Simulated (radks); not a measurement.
Values are calculated unless marked as measured or tabulated.
Initial-state core-level shifts of the thallium ion Tl+ when its valence configuration changes from [Hg]. Code: a radial shooting solver on a logarithmic mesh with Libxc functionals. Model: scalar-relativistic Kohn-Sham, LDA (Slater exchange, Perdew-Wang correlation), spin-polarised, spherical densities, finite nucleus; open shells are filled with parallel spins first (spin-orbit coupling, left out, can overturn this in heavy ions); Fermi nuclear charge, rms radius 5.4759 fm. Shifts are changes of the shell-averaged eigenvalues in eV (positive: less bound); the change of the density at the nucleus, which sets a Mossbauer isomer shift, is in e/bohr^3, on a base of 2.708e+06.

valence                          2s       3d       4s       5p  density at nucleus
[Xe] 4f13 5d10 6s2 6p1      -21.143  -23.048  -20.342   -8.691              +259.3
[Xe] 4f14 5d10 6s1 6p1       -1.786   -1.799   -1.811   -1.807              -216.6
[Xe] 4f13.5 5d10 6s1 6p1.5  -12.150  -13.108  -11.812   -6.037              -105.2
[Xe] 4f14 5d9 6s2 6p1        -6.071   -6.019   -5.947   -5.385               +69.2
[Xe] 4f13.5 5d10 6s2 6p0.5  -10.459  -11.403  -10.096   -4.331              +127.4
[Xe] 4f14 5d9.5 6s2 6p0.5    -3.036   -3.012   -2.979   -2.714               +33.9
[Xe] 4f14 5d8 6s2 6p2       -12.166  -12.046  -11.876  -10.621              +142.3
[Xe] 4f14 5d9.5 6s1.5 6p1    -3.908   -3.890   -3.862   -3.589               -77.5
[Xe] 4f12 5d10 6s2 6p2      -43.162  -47.038  -41.248  -17.481              +533.3
